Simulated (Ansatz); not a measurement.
**Question.** Name a neutral molecule of C, Cl, Ge, O and H with HOMO–LUMO gap (ωB97M-V/def2-TZVPP) between 11.30 and 11.60 eV and HOMO energy (PBE/def2-TZVPP) between -6.75 and -6.45 eV (Ansatz, PBE0-D4/def2-TZVP geometry).

**Answer.** `ClC1[CH2][GeH2][O]1` (11.40 eV, -6.56 eV). Other molecules can fit too; these were computed, each in one conformer that needn't be the lowest.
